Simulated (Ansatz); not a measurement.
Relaxation of ClF4H3SiTa (10 atoms, charge 0, multiplicity 2), to a largest force component of 0.03 eV/Å in at most 50 steps.

Method: UKS PBE/def2-SVP (Ansatz).

```xyz
10
Properties=species:S:1:pos:R:3
Ta -0.196 0.000 0.000
Cl 2.228 -0.001 0.001
F -0.216 0.000 1.895
F -0.215 0.000 -1.895
F -1.106 1.630 0.000
F -1.107 -1.630 0.000
Si 5.558 0.001 -0.001
H 5.966 -1.395 0.400
H 5.972 0.351 -1.409
H 5.969 1.044 1.008
```

Question: Where does it end, and by what steps?

Answer: The run converged. After 7 steps the energy has fallen by 0.117 eV; F4 moved furthest, 0.35 Å.

```json
{"step": "0", "energy less start (eV)": "0.0000", "largest force component (eV/Å)": "1.359", "accepted": "yes"}
{"step": "1", "energy less start (eV)": "-0.0796", "largest force component (eV/Å)": "0.770", "accepted": "yes"}
{"step": "2", "energy less start (eV)": "-0.1042", "largest force component (eV/Å)": "0.097", "accepted": "yes"}
{"step": "3", "energy less start (eV)": "-0.1091", "largest force component (eV/Å)": "0.104", "accepted": "yes"}
{"step": "4", "energy less start (eV)": "-0.1149", "largest force component (eV/Å)": "0.047", "accepted": "yes"}
{"step": "5", "energy less start (eV)": "-0.1164", "largest force component (eV/Å)": "0.039", "accepted": "yes"}
{"step": "6", "energy less start (eV)": "-0.1168", "largest force component (eV/Å)": "0.042", "accepted": "yes"}
{"step": "7", "energy less start (eV)": "-0.1171", "largest force component (eV/Å)": "0.003", "accepted": "yes"}
```

```xyz
10
Properties=species:S:1:pos:R:3
Ta -0.318 0.000 0.000
Cl 1.972 0.000 -0.001
F -0.563 0.000 1.880
F -0.566 0.000 -1.879
F -1.114 1.697 0.001
F -1.114 -1.698 0.001
Si 5.804 0.001 -0.001
H 6.245 -1.381 0.396
H 6.255 0.348 -1.394
H 6.250 1.034 0.998
```

Whether the end is a true minimum wasn't checked by a vibrational analysis.

Time of the run: 30 s on 4 threads of Arm Neoverse V2, on a shared host, peak memory 0.26 GiB.
